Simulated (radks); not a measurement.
Task: Ionisation of the bismuth ion Bi+, [Hg] 6p2, to [Hg] 6p1 as the strength of local exchange is varied. All-electron calculation, Dirac Kohn-Sham, Slater X-alpha exchange (alpha = 2/3 is LDA exchange), no correlation, spin-unpolarised, spherical densities, finite nucleus; open shells fill j = l - 1/2 first; Fermi nuclear charge, rms radius 5.5211 fm. Program: a radial shooting solver on a logarithmic mesh with Libxc functionals.

alpha  E(Bi+) (hartree)  exchange (hartree)  IE (eV)  -e of the level emptied (eV)  <r> of it (bohr)
0.559       -21493.5375           -315.9953   14.685                10.655 (6p1/2)             2.698
0.667       -21554.6777           -378.1487   15.780                11.667 (6p1/2)             2.624
0.673       -21558.0797           -381.6122   15.841                11.725 (6p1/2)             2.620
0.68        -21562.0492           -385.6542   15.914                11.792 (6p1/2)             2.615
0.776       -21616.5650           -441.2389   16.923                12.733 (6p1/2)             2.554
0.896       -21684.9079           -511.1150   18.225                13.955 (6p1/2)             2.484
?           -21585.3148           -409.3591   16.341                12.190 (6p1/2)             2.589

Which alpha was used in the last row?

Result: alpha = 0.721. NIST Atomic Spectra Database: 16.703 eV (measured). The Delta-SCF value meets it near alpha = 0.76. Spin polarisation and multiplet splitting are left out, so open shells lie too high by an amount that depends on their filling.

Beside tabulated values, note that spin-unpolarised runs miss the spin-polarisation part of the exchange energy of open shells.
